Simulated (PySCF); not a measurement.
**Energy of Rh²⁺ (rhodium, charge +2) between two integer charges**

The 4d beta orbital of [Kr] 4d7 is emptied in steps (occupation f), with all orbitals relaxed, ending at [Kr] 4d6. Computed with PySCF 2.14 in aug-cc-pVTZ-PP with ECP28MDF (6s6p5d3f2g, 88 functions), with a scalar-relativistic core potential. The exact energy is a straight line in f; departures are measured from the line between the end points of the same method.

| f | PBE0 (eV) | r2SCAN (eV) | LC-wPBE (eV) |
| --- | --- | --- | --- |
| 1 | 0.000 | 0.000 | 0.000 |
| 0.8 | -0.707 | -0.958 | -0.246 |
| 0.6 | -1.062 | -1.437 | -0.371 |
| 0.4 | -1.063 | -1.435 | -0.374 |
| 0.2 | -0.709 | -0.954 | -0.250 |
| 0 | 0.000 | 0.000 | 0.000 |

Task: For PBE0, how does the orbital energy at f = 1 compare with the removal energy?

Result: −ε = 26.550 eV against a total-energy difference of 30.955 eV. By Janak's theorem ε = ∂E/∂f, so the gap between them reflects the curvature. Along the path −ε is 28.297 (f = 0.8), 30.062 (f = 0.6), 31.837 (f = 0.4), 33.614 (f = 0.2) eV.

```tsv
method	E(f=0) − E(f=1) (eV)	−ε at f=1 (eV)	−ε at f=0.4 (eV)
PBE0	30.955	26.550	31.837
r2SCAN	30.814	24.836	32.022
LC-wPBE	30.939	29.416	31.241
```

Reference removal energy between the ground levels: 31.06 eV (semi-empirical (NIST evaluation); NIST Atomic Spectra Database, ionization energies). The calculation has no spin-orbit coupling. The determinant left behind need not be the lowest term of the ion.
